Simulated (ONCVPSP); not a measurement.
copper (Cu): one change to an ONCV potential, before and after

ONCVPSP 4.0.1 input, shortened (lines: element, Z, core and valence counts, functional; n l f; lmax; l rc ep ncon nbas qcut; lloc lpopt rc5 dvloc0; l nproj debl; icmod fcfact rcfact), PBE, scalar-relativistic:

```
  Cu 29.00    3    4        4      upf
    1    0    2.00
    2    0    2.00
    2    1    6.00
    3    0    2.00
    3    1    6.00
    3    2   10.00
    4    1    1.00
    2
    0    0.80    0.00    3    8    6.30
    1    1.40    0.00    5   10   11.20
    2    1.10    0.00    4    9   15.60
    4    3    0.50    4.00
    0    1    3.00
    1    2    4.00
    2    3    0.40
    3    4.75    1.25
```

All-electron outer shells of the reference configuration (PBE, scalar-relativistic, ld1.x):

| shell | level (eV) | outermost node (bohr) | outermost maximum (bohr) |
| --- | --- | --- | --- |
| 2p | -918.96 | – | 0.16 |
| 3s | -116.83 | 0.29 | 0.61 |
| 3p | -74.29 | 0.26 | 0.62 |
| 3d | -7.15 | – | 0.60 |
| 4p | -1.71 | 0.97 | 3.35 |

Change: all radii but the core radius scaled by about 0.78 (s 0.62, p 1.10, d 0.86 bohr); local potential polynomial inside 0.40 bohr (lpopt 3, dvloc0 4 Ha).

Cutoffs: the cutoffs (Ha) at which the residual kinetic energy of the hardest occupied pseudo-wave falls to 1 and 0.1 mHa per electron; they do not see the model core or the augmentation charge, which bear on the density cutoff. Errors are all-electron minus pseudo energies relative to the spin-unpolarised reference configuration.

What does the change do?

A bound ghost appears in d, s, which as a rule spoils a file; the number of tests with a reliable result goes from 4 to 2.

| quantity | base | changed |
| --- | --- | --- |
| bound ghosts | none | d, s |
| GHOST(+) flags under 300 eV | s at 82.1 eV | none |
| tests with a reliable result | 4 of 4 | 2 of 4 |
| error for 3s2 3p6 3d10 4p0, meV [ΔE 4.01 eV] | +0.4 | +0.3 |
| error for 3s2 3p6 3d9 4p0, meV [ΔE 25.34 eV] | -0.8 | -0.9 |
| rms error of d²Exc/dni dnj with the model core, mHa | 1.52 | 1.21 |

 A true bound ghost makes a file unfit for plane-wave use even where its test errors are small: the radial tests pick states by their node count and pass the ghost by.
